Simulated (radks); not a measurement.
Results of a calculation; reference values are marked as such.
Ag4+, 43 electrons, occupied as [Kr] 4d6.5 5s0.5 (fractional occupations, a model configuration). Code: a radial shooting solver on a logarithmic mesh with Libxc functionals. Model: Dirac Kohn-Sham, PW91, spin-unpolarised, spherical densities, finite nucleus; open shells fill j = l - 1/2 first; Fermi nuclear charge, rms radius 4.5454 fm.

Spin-orbit splittings of the eigenvalues, e(l+1/2) - e(l-1/2), with zeta = 2 splitting/(2l+1) and mean radii in bohr:

| shell | occ. | splitting (eV) | zeta (eV) | <r> j=l-1/2 | <r> j=l+1/2 |
|---|---|---|---|---|---|
| 2p | 6 | 175.4 | 116.9 | 0.1141 | 0.1192 |
| 3p | 6 | 30.98 | 20.65 | 0.3599 | 0.3708 |
| 3d | 10 | ? | ? | 0.3435 | 0.3470 |
| 4p | 6 | 5.389 | 3.593 | 0.9540 | 0.9814 |
| 4d | 6.5 | 0.7434 | 0.2974 | 1.179 | 1.190 |
| 4f | 0 | 0.01069 | 0.003053 | 2.727 | 2.730 |
| 5p | 0 | 0.8429 | 0.5619 | 2.436 | 2.492 |
| 5d | 0 | 0.1140 | 0.04559 | 3.209 | 3.224 |

Estimate the 3d splitting.

Answer. 6.243 eV (zeta = 2.497 eV).
